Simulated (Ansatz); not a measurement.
Input file for Ansatz (an electronic-structure program): R-wB97M-V/def2-TZVPPD on GeH4 (SMILES [GeH4]) with ghost functions, monomers drawn apart or pushed together. Files ending in .json are basis or fitting sets from the Basis Set Exchange.

Ansatz 0.2 input:
```yaml
crystal:
  periodic: [false, false, false]
  atoms:
    - {symbol: Ge, position_ang: [-0.70010531, 0.53473121, 0.34687054]}
    - {symbol: H, position_ang: [-0.86038231, 0.61855786, -1.18009865]}
    - {symbol: H, position_ang: [-0.37538836, -0.91919667, 0.72698455]}
    - {symbol: H, position_ang: [-2.01310343, 0.95637223, 1.01988008]}
    - {symbol: H, position_ang: [0.44308819, 1.45176820, 0.79628322]}
basis:
  gaussian:
    orbitals: def2-TZVPPD.json
    ghost_atoms:
      - {symbol: F, position_ang: [0.73325156, -0.64480383, 6.09768373]}
      - {symbol: C, position_ang: [1.62610687, -1.67284647, 6.17774014]}
      - {symbol: F, position_ang: [2.82715667, -1.23646234, 5.70944982]}
      - {symbol: H, position_ang: [1.27670337, -2.48722259, 5.54194910]}
      - {symbol: H, position_ang: [1.73848183, -1.95411030, 7.22586345]}
hamiltonian:
  xc: {name: wB97M-V}
scf: {lower_state_search: off}
```

The log:

```
WARN ansatz: RAYON_NUM_THREADS=1 ignored (pool sized by the plan → 1); use --threads N
Functional definition: wB97M-V
these checks for a lower state are left out or cut short: stability, starts, cluster_reference, orbital_swaps, neighbouring_geometries, increment
integrals: 0.25 GiB planned
1294 factors; their error is unknown
integrals: 0.28 GiB planned
378 factors; integrals over basis functions are off by at most 3.3e-5 eV
mean field: 1.74 GiB planned
mean field evaluation 1: about -56578.9632 eV, gradient 1.5e1 eV
mean field evaluation 2: about -56579.0656 eV, gradient 1.4e1 eV
mean field evaluation 4: about -56579.1849 eV, gradient 8.2e-2 eV
mean field evaluation 8: about -56579.3240 eV, gradient 1.0e-3 eV
mean field -56579.32399855 eV, -2079.2518061034 hartree, gradient 3.8e-6 eV, S^2 0.000000; 0 other end points of the search recorded, 0 dependent functions left out
reference -56579.32404139 eV, -2079.2518076780 hartree; 18, 18 occupied and 255, 255 virtual orbitals, 1294 factors
Total energy: -56579.32404139 eV, -2079.2518076780 hartree
Checks for a lower state left out: stability, starts, cluster_reference, orbital_swaps, neighbouring_geometries, increment
```

The run converged.

Cost: very roughly 11 core-seconds.
